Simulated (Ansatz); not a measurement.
Reaction (formal exchange of groups at a B–C bond): `OCB(O)O` + `[NH2][GeH3]` → `[NH2][GeH2][B](O)O` + CH₃OH

Isolated molecules relaxed with PBE0-D4/def2-TZVP in Ansatz; ΔE leaves out vibrations. CCSD(T)/CBS adds triple-zeta CCSD(T) − MP2 to the extrapolated MP2 energy (def2 sets, frozen cores). This one scheme is used for every species. DFT in def2-TZVPP. For Ge outer-core shells are correlated without core-valence functions, which leaves a few kJ/mol of doubt a bond. Scalar relativity is left out up to krypton. One conformer a species, not always the lowest.

```csv
level,ΔE (kJ/mol)
PBE0-D4,26.1
ωB97X-V,30.2
MP2/def2-TZVPP,27.6
CCSD/CBS(def2),28.3
```

Task: What does CCSD(T)/CBS give? (Best estimate.)

Result: Computed: +26.4 kJ/mol. The listed levels differ from it by -0.3, 3.8, 1.2, 1.9 kJ/mol.

Largest T1 diagnostic among the species: 0.012.

In def2-TZVPP, CCSD(T) changes the Hartree–Fock value by −11.3 kJ/mol (the triples alone add −1.9 kJ/mol) and MP2 by −10.8 kJ/mol. From PBE to PBE0 (25 % exact exchange), in def2-TZVPP and without D4, ΔE moves by +5.2 kJ/mol.
